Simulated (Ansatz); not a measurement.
Al6Ir⁺. Charge 1, multiplicity 1. Geometry PBE-D4/def2-SVP.

Cartesian coordinates in Å:
```
Ir -0.946 -0.004 -0.272
Al -0.543 -1.538 1.498
Al -2.000 2.168 -0.366
Al 0.809 1.866 -0.130
Al 2.338 0.283 1.437
Al 1.409 -0.629 -0.828
Al -1.067 -2.146 -1.338
```

In the def2 sets Ir takes a core potential; there is no spin–orbit coupling. HSE06 is defined as in plane-wave codes, on full-range PBE exchange. The restricted singlet is unstable towards broken spin symmetry in Hartree–Fock (as tested in another run); at LDA (SPW92)/def2-TZVP, PBE-D4/def2-SVP, PBE-D4/def2-TZVP, r2SCAN-D4/def2-TZVP and others this wasn't settled. The structure comes from a short search, and lower isomers may exist.

Q: Estimate the orbital energies around the gap (eV) in Ansatz with LDA (SPW92)/def2-TZVP, PBE-D4/def2-SVP, PBE-D4/def2-TZVP, r2SCAN-D4/def2-TZVP, HSE06-D4/def2-TZVP.

A: 
| orbital | LDA (SPW92)/def2-TZVP | PBE-D4/def2-SVP | PBE-D4/def2-TZVP | r2SCAN-D4/def2-TZVP | HSE06-D4/def2-TZVP |
| --- | --- | --- | --- | --- | --- |
| HOMO−5 | -10.30 | -10.31 | -10.18 | -10.39 | -10.76 |
| HOMO−4 | -9.81 | -9.79 | -9.69 | -9.87 | -10.16 |
| HOMO−3 | -9.64 | -9.60 | -9.52 | -9.66 | -9.92 |
| HOMO−2 | -9.40 | -9.38 | -9.28 | -9.41 | -9.62 |
| HOMO−1 | -9.13 | -9.08 | -8.99 | -9.13 | -9.17 |
| HOMO | -8.31 | -8.31 | -8.21 | -8.34 | -8.47 |
| LUMO | -7.70 | -7.64 | -7.58 | -7.62 | -7.37 |
| LUMO+1 | -7.41 | -7.37 | -7.30 | -7.32 | -7.11 |
| LUMO+2 | -7.16 | -7.11 | -7.04 | -7.03 | -6.78 |
| LUMO+3 | -7.11 | -7.05 | -6.99 | -6.98 | -6.75 |
| LUMO+4 | -6.30 | -6.23 | -6.19 | -6.12 | -5.91 |
| LUMO+5 | -6.11 | -6.02 | -5.98 | -5.90 | -5.69 |
